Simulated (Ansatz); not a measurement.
Computed with Ansatz.

CH₂INS, SMILES `N=C(S)I` at its PBE0-D4/def2-TZVP geometry, where that method's forces vanish. Total charge 0; spin multiplicity 1. I: def2 effective core potential.

```json
{"atom": "N1", "x (Å)": "0.789", "y (Å)": "-0.116", "z (Å)": "-1.254"}
{"atom": "C2", "x (Å)": "0.162", "y (Å)": "-0.195", "z (Å)": "-0.179"}
{"atom": "S3", "x (Å)": "-0.683", "y (Å)": "1.129", "z (Å)": "0.619"}
{"atom": "I4", "x (Å)": "0.082", "y (Å)": "-2.072", "z (Å)": "0.803"}
{"atom": "H5", "x (Å)": "0.781", "y (Å)": "0.817", "z (Å)": "-1.664"}
{"atom": "H6", "x (Å)": "-1.131", "y (Å)": "0.437", "z (Å)": "1.675"}
```

(1) For each bond, give half the difference of the two atoms' forces along it (eV/Å; positive pushes the atoms apart) under PBE-D4, r2SCAN-D4, B3LYP-D4, ωB97M-V in def2-TZVPP. (Estimate.)

## Answers

(1) The calculation gave: 
```
 bond  length (Å)  PBE-D4  r2SCAN-D4  B3LYP-D4  ωB97M-V
N1–C2       1.247    0.65       0.21      0.02     0.04
N1–H5       1.020    0.12      -0.04     -0.06    -0.03
C2–S3       1.761   -0.05      -0.02      0.17     0.18
C2–I4       2.121    0.11       0.17      0.24    -0.11
S3–H6       1.340    0.25       0.00     -0.04    -0.10
```

B3LYP here is the variant with VWN-RPA as its local correlation; programs differ in this.
